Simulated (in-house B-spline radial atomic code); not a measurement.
Configurations of Xe⁵⁺, with energies counted from [Kr] 4d10 5s2 5p1. Method: scalar-relativistic (X2C) B3LYP, spin-polarised, spherical fractional occupations, exact exchange averaged over the configuration, Fermi nucleus of rms radius 4.7859 fm. Calculated with a radial B-spline atomic code at the basis-set limit. Shells without spins written out take the highest spin.

Occupations are held fixed; configurations that lie above the ionisation limit could autoionise.

| configuration | E - E(ref) (eV) | highest orbital | its <r> (bohr) |
| --- | --- | --- | --- |
| [Kr] 4d10 4f1 5s2 | 20.976 | 4f up | 1.52 |
| [Kr] 4d10 5s2 6s1 | 26.14 | 6s up | 3.216 |
| [Kr] 4d10 5s1 5p1 5f1 | 52.172 | 5f up | 3.48 |
| [Kr] 4d9 5s2 5p1 5f1 | 102.64 | 5f up | 3.36 |
| [Ar] 3d9 4s2 4p6 4d10 5s2 5p1 5d1 | 695.02 | 5d up | 2.244 |

Problem. Order these further configurations by energy, lowest first.
A. [Kr] 4d10 5s1 5p1 6d1
B. [Ar] 3d9 4s2 4p6 4d10 4f1 5s2 5p1
C. [Kr] 4d10 4f1 5s1 5p1
D. [Ar] 3d10 4s2 4p5 4d10 4f1 5s2 5p1
E. [Kr] 4d9 5s2 5p1 6s1

Solution. C (33.35 eV), A (52.832 eV), E (90.408 eV), D (165.55 eV), B (691.94 eV).
